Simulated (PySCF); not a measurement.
Atoms are numbered as in `[BH3-:1][NH2+:2][CH2:3][O:4][Si:5]([CH3:6])([CH3:7])[CH3:8]`. Hydrogens are named by the atom that carries them.

Gas phase, a single conformation, non-relativistic, rapidly exchanging positions averaged. Shieldings: GIAO CAM-B3LYP/pcSseg-1; PBE0-D3(BJ)/def2-SVP structure; PySCF 2.14.

Problem. List the cross peaks expected in HSQC, COSY and HMBC spectra.

Solution. 

HSQC (one-bond C–H):
```csv
δH,δC
4.17 (H(C3)),76.8 (C3)
0.12 (H(C6)/H(C7)/H(C8)),-1.1 (C6/C7/C8)
```

HMBC (two and three bonds, from the bond graph):
```csv
δH,δC
1.84 (H(B1)),76.8 (C3)
0.12 (H(C6)/H(C7)/H(C8)),-1.1 (C6/C7/C8)
```

No COSY cross peaks are expected.

Referencing at the same level of theory: 1H, 13C vs TMS.

Short H···H contacts in this conformer between protons four or more bonds apart (candidates for NOE cross peaks, intensity ∝ r⁻⁶): H(B1)···H(C3) 2.50 Å, H(C3)···H(C6) 2.65 Å.

OH and NH positions are those of a molecule without intermolecular hydrogen bonds; in solution they move with solvent, concentration and temperature, and exchange usually removes their couplings. Hydrogens on boron are broadened and split by 11B (spin 3/2, 80 %) and 10B (spin 3). Shifts are as computed, not scaled to solution data. Of 1313 compounds with measured shifts, 239 miss one by over three times the rms of a fit or turn the order of signals round; such compounds aren't used in these exercises.
